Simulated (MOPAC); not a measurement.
Input for MOPAC: AM1 on SnGe, 2S+1 = 1, a point of a bond scan (R = 2.539 Å).

```
AM1 1SCF PRECISE CHARGE=0 THREADS=1
GeSn

Ge     0.00000000 1     0.00000000 1     0.00000000 1
Sn     0.00000000 1     0.00000000 1     2.53871500 1
```

The log:

```
*******************************************************************************
 **                                                                           **
 **                              MOPAC v23.2.5                                **
 **                                                                           **
 *******************************************************************************
 ** MOPAC's Digital Object Identifier: https://doi.org/10.5281/zenodo.6511958 **
 **                                                                           **
 ** Please cite the open-source release paper for use of this MOPAC version:  **
 ** J. E. Moussa and J. J. P. Stewart (2026)                                  **
 ** MOPAC: An open-source semiempirical molecular orbital program             **
 ** J. Open Source Softw., 11(119), 8025, https://doi.org/10.21105/joss.08025 **
 *******************************************************************************

                              AM1 CALCULATION RESULTS

 *******************************************************************************
 *  AM1        - The AM1 Hamiltonian to be used
 *
 *
 *
 *                 CHARGE ON SYSTEM = 0
 *
 *
 *
 *  PRECISE    - TIGHTER CRITERIA TO BE USED
 *  1SCF       - DO 1 SCF AND THEN STOP
 *  THREADS=1  - MULTI-THREADING NOT USED
 *  T=         - A TIME OF 172800.0 SECONDS REQUESTED
 *  DUMP=N     - RESTART FILE WRITTEN EVERY 7200.0 SECONDS REQUESTED
 *******************************************************************************
AM1 1SCF PRECISE CHARGE=0 THREADS=1
 GeSn

   ATOM   CHEMICAL          X               Y               Z
  NUMBER   SYMBOL      (ANGSTROMS)     (ANGSTROMS)     (ANGSTROMS)

     1      Ge          0.00000000  *   0.00000000  *   0.00000000  *
     2      Sn          0.00000000  *   0.00000000  *   2.53871500  *



          CARTESIAN COORDINATES

    NO.       ATOM           X           Y           Z

     1        Ge          0.0000      0.0000      0.0000
     2        Sn          0.0000      0.0000      2.5387

 Ge: (AM1): M.J.S.Dewar and C.Jie, Organometallics, 8, 1544, (1989)
 Sn: (AM1): J. J. P. STEWART, J. MOL. MOD., 10, 155-164 (2004)

           Empirical Formula: Ge Sn  =     2 atoms



      MOLECULAR POINT GROUP   :   C*v


      RHF CALCULATION, NO. OF DOUBLY OCCUPIED LEVELS = 4


 -------------------------------------------------------------------------------
 AM1 1SCF PRECISE CHARGE=0 THREADS=1
 GeSn



     1SCF WAS SPECIFIED, SO BFGS WAS NOT USED
     SCF FIELD WAS ACHIEVED


                              AM1 CALCULATION
                                                       MOPAC v23.2.5 Linux




          FINAL HEAT OF FORMATION =        132.81020 KCAL/MOL =     555.67787 KJ/MOL


          COSMO AREA              =        117.41 SQUARE ANGSTROMS
          COSMO VOLUME            =        111.74 CUBIC ANGSTROMS

          IONIZATION POTENTIAL    =          6.683281 EV
          HOMO LUMO ENERGIES (EV) =         -6.683 -3.096
          NO. OF FILLED LEVELS    =          4
          MOLECULAR WEIGHT        =        191.2800         POINT GROUP:  C*v

          MOLECULAR DIMENSIONS (Angstroms)

            Atom       Atom       Distance
           Sn     2   Ge     1     2.53871
           Sn     2   Ge     1     0.00000
           Ge     1   Sn     2     0.00000


          SCF CALCULATIONS        =          1





   ATOM   CHEMICAL          X               Y               Z
  NUMBER   SYMBOL      (ANGSTROMS)     (ANGSTROMS)     (ANGSTROMS)

     1      Ge          0.00000000  *   0.00000000  *   0.00000000  *
     2      Sn          0.00000000  *   0.00000000  *   2.53871500  *

                             CARTESIAN COORDINATES

   1   Ge        0.000000000     0.000000000     0.000000000
   2   Sn        0.000000000     0.000000000     2.538715000


           Empirical Formula: Ge Sn  =     2 atoms



      MOLECULAR POINT GROUP   :   C*v


                  EIGENVALUES
 -15.83322  -8.69049  -7.06517  -6.68328  -3.09578  -1.77304  -1.37600   0.81340


              NET ATOMIC CHARGES AND DIPOLE CONTRIBUTIONS

  ATOM NO.   TYPE          CHARGE      No. of ELECS.   s-Pop       p-Pop
    1         Ge          -0.654293        4.6543     1.18192     3.47238
    2         Sn           0.654293        3.3457     1.96036     1.38534
 DIPOLE           X         Y         Z       TOTAL
 POINT-CHG.     0.000     0.000     7.978     7.978
 HYBRID         0.000    -0.000    -1.221     1.221
 SUM            0.000    -0.000     6.758     6.758


          ATOMIC ORBITAL ELECTRON POPULATIONS

     Atom    s        px        py        pz
    1 Ge   1.18192   1.49900   0.00000   1.97337
    2 Sn   1.96036   0.50100   0.00000   0.88434

 **********************
 *                    *
 * JOB ENDED NORMALLY *
 *                    *
 **********************




 == MOPAC DONE ==
```

The run finished.

Cost: very roughly 0.010 core-seconds.
